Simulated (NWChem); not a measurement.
System: CH5FSi; SMILES [SiH2](F)C

The following NWChem deck was run.

```
start job
memory heap 200 mb stack 900 mb global 1100 mb
geometry units angstroms noautoz
  Si     0.459657     0.149547    -0.000088
  C     -0.467734    -1.476851    -0.000614
  F     -0.589504     1.384270    -0.000047
  H      1.312198     0.269648     1.213074
  H      1.312670     0.270112    -1.212877
  H     -1.104875    -1.575247    -0.886500
  H      0.240662    -2.314922    -0.002012
  H     -1.103325    -1.576808     0.886202
end
basis spherical
  * library aug-cc-pvdz
end
dft
  xc xtpss03 ctpss03
  iterations 150
  mulliken
end
task dft energy
```

Excerpt of the output:

```
             Northwest Computational Chemistry Package (NWChem) 7.3.0
             --------------------------------------------------------

 CS  symmetry detected

                             Geometry "geometry" -> ""
                             -------------------------

 Output coordinates in angstroms (scale by  1.889725989 to convert to a.u.)

  No.       Tag          Charge          X              Y              Z
 ---- ---------------- ---------- -------------- -------------- --------------
    1 Si                  14.0000     0.49251507     0.11543890     0.00000000
    2 C                    6.0000    -0.47317508    -1.48851476     0.00000000
    3 F                    9.0000    -0.52707735     1.37468907     0.00000000
    4 H                    1.0000     1.34790532     0.21551986     1.21297554
    5 H                    1.0000     1.34790532     0.21551986    -1.21297554
    6 H                    1.0000    -1.11171344    -1.57257586    -0.88635097
    7 H                    1.0000     0.21515193    -2.34314562     0.00000000
    8 H                    1.0000    -1.11171344    -1.57257586     0.88635097

 Effective nuclear repulsion energy (a.u.)     114.9280409827

      Symmetry information
      --------------------

 Group name             Cs
 Group number              2
 Group order               2
 No. of unique centers     6

                                 NWChem DFT Module
                                 -----------------

 Summary of "ao basis" -> "ao basis" (spherical)
 ------------------------------------------------------------------------------
       Tag                 Description            Shells   Functions and Types
 ---------------- ------------------------------  ------  ---------------------
 Si                       aug-cc-pvdz               11       27   5s4p2d
 C                        aug-cc-pvdz                9       23   4s3p2d
 F                        aug-cc-pvdz                9       23   4s3p2d
 H                        aug-cc-pvdz                5        9   3s2p

      Symmetry analysis of basis
      --------------------------

        a'         76
        a"         42

            General Information
            -------------------
          SCF calculation type: DFT
          Wavefunction type:  closed shell.
          No. of atoms     :     8
          No. of electrons :    34
           Alpha electrons :    17
            Beta electrons :    17
          Charge           :     0
          Spin multiplicity:     1
          Use of symmetry is: on ; symmetry adaption is: on
          Maximum number of iterations: 150
          AO basis - number of functions:   118
                     number of shells:    54
          Convergence on energy requested:  1.00D-06
          Convergence on density requested:  1.00D-05
          Convergence on gradient requested:  5.00D-04

              XC Information
              --------------
                  TPSS metaGGA Exchange Functional  1.000
             TPSS03 metaGGA Correlation Functional  1.000

             Grid Information
             ----------------
          Grid used for XC integration:  medium
          Radial quadrature: Mura-Knowles
          Angular quadrature: Lebedev.
          Tag              B.-S. Rad. Rad. Pts. Rad. Cut. Ang. Pts.
          ---              ---------- --------- --------- ---------
          Si                  1.10       88          14.0       590
          C                   0.70       49          13.0       434
          F                   0.50       49          13.0       434
          H                   0.35       45          14.0       434
          Grid pruning is: on
          Number of quadrature shells:   321
          Spatial weights used:  Erf1

      Superposition of Atomic Density Guess
      -------------------------------------

 Sum of atomic energies:        -428.38828149

      Non-variational initial energy
      ------------------------------

 Total energy =    -429.469146
 1-e energy   =    -820.368799
 2-e energy   =     275.971612
 HOMO         =      -0.395054
 LUMO         =       0.020961

      Symmetry analysis of molecular orbitals - initial
      -------------------------------------------------

  Numbering of irreducible representations:

     1 a'          2 a"

  Orbital symmetries:

     1 a'          2 a'          3 a'          4 a'          5 a'
     6 a'          7 a"          8 a'          9 a'         10 a'
    11 a"         12 a'         13 a'         14 a"         15 a'
    16 a"         17 a'         18 a'         19 a'         20 a'
    21 a"         22 a'         23 a'         24 a"         25 a"
    26 a'         27 a'

     ---------------------------------------------
      Total Density - Mulliken Population Analysis
     ---------------------------------------------

    Atom       Charge   Shell Charges
 -----------   ------   -------------------------------------------------------
    1 Si  14    13.07   2.00  2.02  0.72  0.37 -0.05  6.01  1.09  0.64 -0.00  0.25  0.02
    2 C    6     6.09   2.01  0.73  0.34  0.04  2.13  0.83  0.03  0.02 -0.03
    3 F    9     9.78   2.00  0.91  1.02  0.08  3.51  2.15  0.10  0.00  0.01
    4 H    1     0.88   0.70  0.16  0.00  0.01  0.01
    5 H    1     0.88   0.70  0.16  0.00  0.01  0.01
    6 H    1     1.09   0.68  0.39  0.01  0.03 -0.02
    7 H    1     1.11   0.67  0.41  0.02  0.03 -0.02
    8 H    1     1.09   0.68  0.39  0.01  0.03 -0.02

   convergence    iter        energy       DeltaE   RMS-Dens  Diis-err
 ---------------- ----- ----------------- --------- --------- ---------
 d= 0,ls=0.0,diis     1   -430.5072055353 -5.45D+02  1.32D-02  4.62D-01
 d= 0,ls=0.0,diis     2   -430.4150776784  9.21D-02  6.65D-03  1.70D+00
 d= 0,ls=0.0,diis     3   -430.5621699519 -1.47D-01  1.23D-03  1.72D-02
 d= 0,ls=0.0,diis     4   -430.5631939073 -1.02D-03  5.27D-04  4.22D-03
 d= 0,ls=0.0,diis     5   -430.5637250314 -5.31D-04  1.12D-04  2.91D-04
  Resetting Diis
 d= 0,ls=0.0,diis     6   -430.5637649645 -3.99D-05  3.29D-05  6.39D-06
 d= 0,ls=0.0,diis     7   -430.5637658852 -9.21D-07  9.53D-06  2.62D-07

         Total DFT energy =     -430.563765885178
      One electron energy =     -823.154474574042
           Coulomb energy =      316.414242886657
    Exchange-Corr. energy =      -38.751575180500
 Nuclear repulsion energy =      114.928040982707

 Numeric. integr. density =       34.000002261035

                  Occupations of the irreducible representations
                  ----------------------------------------------

                     irrep           alpha         beta
                     --------     --------     --------
                     a'               13.0         13.0
                     a"                4.0          4.0

                       DFT Final Molecular Orbital Analysis
                       ------------------------------------

 Vector   15  Occ=2.000000D+00  E=-3.665200D-01  Symmetry=a'
              MO Center= -3.0D-01, -8.5D-01, -4.2D-15, r^2= 3.2D+00
   Bfn.  Coefficient  Atom+Function         Bfn.  Coefficient  Atom+Function
  ----- ------------  ---------------      ----- ------------  ---------------
   102      0.395442  7 H  s                 32      0.332358  2 C  px
   101      0.315918  7 H  s                 56     -0.303366  3 F  py
     4     -0.216685  1 Si s                 59     -0.199122  3 F  py
    93     -0.174183  6 H  s                111     -0.174183  8 H  s
    92     -0.172895  6 H  s                110     -0.172895  8 H  s

 Vector   16  Occ=2.000000D+00  E=-3.005462D-01  Symmetry=a"
              MO Center=  7.7D-01,  2.8D-01, -5.0D-14, r^2= 2.8D+00
   Bfn.  Coefficient  Atom+Function         Bfn.  Coefficient  Atom+Function
  ----- ------------  ---------------      ----- ------------  ---------------
    74      0.306868  4 H  s                 83     -0.306868  5 H  s
    57     -0.300697  3 F  pz                14      0.276222  1 Si pz
    11      0.273984  1 Si pz                60     -0.201683  3 F  pz
    93      0.144365  6 H  s                111     -0.144365  8 H  s
    21     -0.115024  1 Si d  1              34     -0.105376  2 C  pz

 Vector   17  Occ=2.000000D+00  E=-2.929467D-01  Symmetry=a'
              MO Center=  2.3D-02, -5.0D-01,  5.6D-14, r^2= 2.8D+00
   Bfn.  Coefficient  Atom+Function         Bfn.  Coefficient  Atom+Function
  ----- ------------  ---------------      ----- ------------  ---------------
    33      0.342903  2 C  py                 9     -0.218322  1 Si px
    10     -0.209944  1 Si py                32      0.205178  2 C  px
    55      0.202096  3 F  px                56      0.189276  3 F  py
    12     -0.175801  1 Si px                30      0.173350  2 C  s
    13     -0.168528  1 Si py                74     -0.158440  4 H  s

 Vector   18  Occ=0.000000D+00  E=-1.652560D-02  Symmetry=a'
              MO Center=  1.3D-01,  5.5D-01, -6.0D-15, r^2= 7.9D+00
   Bfn.  Coefficient  Atom+Function         Bfn.  Coefficient  Atom+Function
  ----- ------------  ---------------      ----- ------------  ---------------
     5      1.010761  1 Si s                 16     -0.562153  1 Si py
    15      0.522340  1 Si px                76     -0.454488  4 H  s
    85     -0.454488  5 H  s                  4     -0.350856  1 Si s
   103     -0.335095  7 H  s                 53      0.238428  3 F  s
     9      0.203651  1 Si px                10     -0.199534  1 Si py

[...]
```

Level: TPSS/aug-cc-pVDZ. All runs use the structure optimised with B3LYP/6-31G* (spherical d).
